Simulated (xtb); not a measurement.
Harmonic IR lines of one isomer of C₃H₇ClSi, unscaled. Method: xtb with GFN2-xTB.

wavenumber (cm⁻¹): 524 (w), 564 (w), 575 (w), 761 (m), 778 (vs), 873 (m), 1676 (w), 2266 (s), 2272 (vs), 3010 (vw), 3059 (w)

**Question.** Name which structure gives these lines.
A) `C/C(Cl)=C/[SiH3]`
B) `[SiH3]C/C=C\Cl`
C) `C/C=C(/[SiH3])Cl`
D) `[SiH3]C/C=C/Cl`

**Answer.** C, `C/C=C(/[SiH3])Cl`
